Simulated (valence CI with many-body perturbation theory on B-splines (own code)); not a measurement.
Results of a calculation; reference values are marked as such.
**Hyperfine factors and g values of W53+**

Level of theory: relativistic CI+MBPT: three valence electrons over a frozen Dirac-Fock core [Ar], a basis of 9 s, 9 p, 10 d, 8 f, 5 g, 3 h, 1 i functions for each j, with the one-electron correlation potential Σ1 (screened to all orders), the two-electron term Σ2, the three-electron term Σ3, Breit, model QED; selected single and double excitations, second order for the rest (own B-spline code, finite nucleus).

No measured spectrum was set against this ion. As an estimate, large intervals hold to a few tenths of a per cent, small ones and those within an open d or f shell to about a per cent. The list stops below the first excitations out of the core. Only levels of the ground parity were solved; by the run's estimate the other parity begins above the list, which can be wrong where configurations are misplaced.

A/g_I is the dipole constant over the nuclear g factor μ/I (μ in nuclear magnetons, uniformly magnetised nucleus), B/Q the quadrupole constant per barn. Both hold the static response of the core; the bare values leave it out. Large factors of s and p1/2 electrons are usually good to 5 to 10 %; those of open d and f shells near neutrality can be off by tens of per cent, and small factors of p3/2, d and f electrons come from cancelling terms and can be off by a factor of two or in sign, in half-filled shells by more. B is blank for J = 1/2, where it vanishes, and for nearly pure S terms. Energies count from the lowest level.

Levels are named by their leading jj configuration (3d3/2^4 stands for four electrons in 3d with j = 3/2), which in mixed levels can hold well under half, so a name can repeat and another be missing. Letters in brackets count levels of one name in rising energy.

| Level | E (cm⁻¹) | g | A/g_I (MHz) | A/g_I bare | B/Q (MHz/b) | B/Q bare |
| --- | --- | --- | --- | --- | --- | --- |
| (3d3/2^3) J=3/2 | 0 | 0.720 | 107000 | 107000 | -65100 | -65900 |
| (3d3/2^2 3d5/2) J=5/2 [a] | 529230 | 1.051 | 61000 | 61300 | -34400 | -34800 |
| (3d3/2^2 3d5/2) J=3/2 | 580150 | 1.166 | 49000 | 49600 | -12500 | -12600 |
| (3d3/2^2 3d5/2) J=9/2 | 609490 | 1.032 | 68800 | 69000 | 76800 | 77500 |
| (3d3/2^2 3d5/2) J=7/2 | 610470 | 1.035 | 66700 | 66900 | 28200 | 28500 |
| (3d3/2^2 3d5/2) J=1/2 | 623370 | 1.802 | -47700 | -45200 |  |  |
| (3d3/2^2 3d5/2) J=5/2 [b] | 812170 | 1.236 | 40500 | 41300 | 114000 | 115000 |
| (3d3/2 3d5/2^2) J=7/2 [a] | 1128700 | 1.116 | 49300 | 49700 | -8000 | -8120 |
| (3d3/2 3d5/2^2) J=9/2 | 1165700 | 1.128 | 51800 | 52300 | 22000 | 22200 |
| (3d3/2 3d5/2^2) J=3/2 [a] | 1208200 | 1.105 | 58900 | 59300 | -65800 | -66500 |
| (3d3/2 3d5/2^2) J=1/2 | 1231900 | 1.513 | -20900 | -19300 |  |  |
| (3d3/2 3d5/2^2) J=11/2 | 1242300 | 1.079 | 58600 | 58900 | 139000 | 141000 |
| (3d3/2 3d5/2^2) J=5/2 [a] | 1244700 | 1.289 | 18100 | 19000 | 76500 | 77300 |
| (3d3/2 3d5/2^2) J=5/2 [b] | 1315500 | 1.092 | 61500 | 61900 | -25000 | -25300 |
| (3d3/2 3d5/2^2) J=7/2 [b] | 1319200 | 1.084 | 60200 | 60600 | 26900 | 27300 |
| (3d3/2 3d5/2^2) J=3/2 [b] | 1481800 | 0.884 | 95900 | 95700 | 88400 | 89400 |
| (3d5/2^3) J=9/2 | 1764800 | 1.159 | 42200 | 42700 | 9900 | 10000 |

Q: Take the isotope of mass number 183, with I = 1/2, μ = 0.11739 μN. What is the hyperfine structure of (3d3/2^2 3d5/2) J=9/2?

A: From the table A = 16200 MHz. Shifts from the centre of gravity in MHz: F = 4: -44600, F = 5: 36400.
